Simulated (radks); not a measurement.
Results of a calculation; reference values are marked as such.
Isoelectronic series with 4 electrons, each ion in its NIST ground configuration. Code: a radial shooting solver on a logarithmic mesh with Libxc functionals. Model: scalar-relativistic Kohn-Sham, PBE, spin-polarised, spherical densities, point nucleus. Total energies (hartree) and orbital eigenvalues (eV):

ion    configuration  E (hartree)         2s         1s
Be          [He] 2s2    -14.63287    -5.6097  -106.2131
B+          [He] 2s2    -24.30114   -19.5110  -193.6261
C2+         [He] 2s2    -36.47795   -40.3789  -308.5431
N3+         [He] 2s2    -51.16299   -68.1250  -450.8353
O4+         [He] 2s2    -68.35794  -102.7239  -620.4754
F5+         [He] 2s2    -88.06539  -144.1700  -817.4696
Ne6+        [He] 2s2   -110.28854  -192.4661  -1041.839
Mg8+        [He] 2s2   -162.29736  -309.6399  -1572.836
Al9+        [He] 2s2   -192.09190  -378.5402  -1879.546
Si10+       [He] 2s2   -224.41988  -454.3346  -2213.794
P11+        [He] 2s2   -259.28687  -537.0389  -2575.635
S12+        [He] 2s2   -296.69892  -626.6710  -2965.129
Cl13+       [He] 2s2   -336.66252  -723.2501  -3382.340
Ar14+       [He] 2s2   -379.18463  -826.7968  -3827.338
K15+        [He] 2s2   -424.27269  -937.3336  -4300.197
Ca16+       [He] 2s2   -471.93461  -1054.884  -4800.997
Sc17+       [He] 2s2   -522.17877  -1179.475  -5329.822
Ti18+       [He] 2s2   -575.01406  -1311.132  -5886.762
V19+        [He] 2s2   -630.44986  -1449.884  -6471.911
